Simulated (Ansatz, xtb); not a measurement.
Potential energy curve for SMILES [BeH2]. The Be1–H3 bond (Be1 also carries H; H3 carries nothing else) is pulled apart rigidly from the PBE0/def2-TZVP optimised geometry.

GFN1-xTB (xtb); UKS-B3LYP = unrestricted B3LYP/cc-pVDZ in Ansatz (a first-principles code); RKS-B3LYP = Ansatz with restricted B3LYP/cc-pVDZ.

Total energies in hartree (comparable only within one method and basis):

```
R / Å  GFN1-xTB  UKS-B3LYP  RKS-B3LYP
-----  --------  ---------  ---------
0.99   -1.80803  -15.85921  -15.85921
1.08   -1.83501  -15.88983  -15.88983
1.13   -1.84336  -15.90067  -15.90067
1.19   -1.84910  -15.90933  -15.90933
1.27   -1.85166  -15.91524  -15.91524
1.30   -1.85153  -15.91615  -15.91615
1.34   -1.85065  -15.91647  -15.91647
1.37   -1.84955  -15.91614  -15.91614
1.43   -1.84643  -15.91421  -15.91421
1.49   -1.84232  -15.91094  -15.91094
1.55   -1.83745  -15.90664  -15.90664
1.66   -1.82715  -15.89687  -15.89687
1.80   -1.81289  -15.88234  -15.88234
2.01   -1.79117  -15.85898  -15.85898
2.19   -1.77287  -15.83929  -15.83929
2.39   -1.75337  -15.81884  -15.81884
2.68   -1.72763  -15.79458  -15.79277
2.93   -1.70854  -15.78191  -15.77388
3.26   -1.68815  -15.77251  -15.75366
3.67   -1.66999  -15.76693  -15.73488
4.05   -1.65894  -15.76470  -15.72237
4.66          —  -15.76343  -15.70915
```

Dashes: no converged value, or the column stops at the first point that the program doubted or that broke a chosen test of continuity, which isn't proof of a fault.

The unrestricted determinant behind UKS-B3LYP is spin-contaminated at 2.68 to 4.66 Å (<S²> up to 1.0, against 0.00 for a pure singlet). The restricted form behind RKS-B3LYP keeps the bonding electrons paired and can't separate into open-shell fragments.
